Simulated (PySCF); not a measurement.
These are PBE-D3(BJ)/def2-TZVP // B3LYP-D3(BJ)/def2-SVP (PySCF 2.14.0) values and carry that method's errors. Gas-phase values, no solvent. One relaxed conformer stands for a flexible species; it need not be the lowest. Excitations are Tamm–Dancoff values on a coarser integration grid. The basis has no diffuse functions, so Rydberg states are missing or too high.

Reference species (SMILES): `[CH2]([Sn]([CH2]C)([CH2]C)[CH2]C)C` (neutral, multiplicity 1).

```yaml
S1 excitation (TDA): 5.73 eV
S1 oscillator strength: 0.021
HOMO–LUMO gap: 5.58 eV
HOMO: -5.83 eV
```

Changed species: `[CH3][Sn]([CH3])([CH3])[CH3]` (0 of 4 CH3 replaced by C2H5; the reference has 4 of 4 CH3 replaced by C2H5).

Task: What does the change do to the S1 excitation (TDA), S1 oscillator strength, HOMO–LUMO gap and HOMO?

Result: the S1 excitation (TDA) rises by 0.67 eV, to 6.40 eV; the S1 oscillator strength rises by 0.036, to 0.057; the HOMO–LUMO gap rises by 0.63 eV, to 6.21 eV; the HOMO decreases by 0.63 eV, to -6.46 eV.
